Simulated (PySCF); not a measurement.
## Removal energies of Ge²²⁺ from EOM-IP-GCCSD

Reference: closed-shell Ge²²⁺, [Ne]; one electron is removed. Calculated with PySCF 2.14, two-component X2C-1e with screened spin-orbit coupling, an even-tempered Gaussian basis (18 s from 1.4 bohr⁻², ratio 2.6; 12 p from 1.8 bohr⁻², ratio 2.6; 6 d from 1.9 bohr⁻², ratio 2.8; 3 f from 52 bohr⁻², ratio 2.8); frozen 1s2; the 50 highest virtual spinors dropped; of the others 44 kept and the rest restored at second order. No Breit or QED terms. Binding energies in eV.

| level | Koopmans | second order | EOM-CCSD |
| --- | --- | --- | --- |
| 2s1/2 | 2370.8 | 2367.7 | 2367.8 |
| 2p1/2 | 2214.5 | 2212.4 | 2212.5 |
| 2p3/2 | 2180.8 | 2178.8 | 2179.0 |

For comparison, the ionisation energy of Ge²²⁺ is 2178.2 ± 0.4 eV (measured; NIST Atomic Spectra Database, ionization energies).
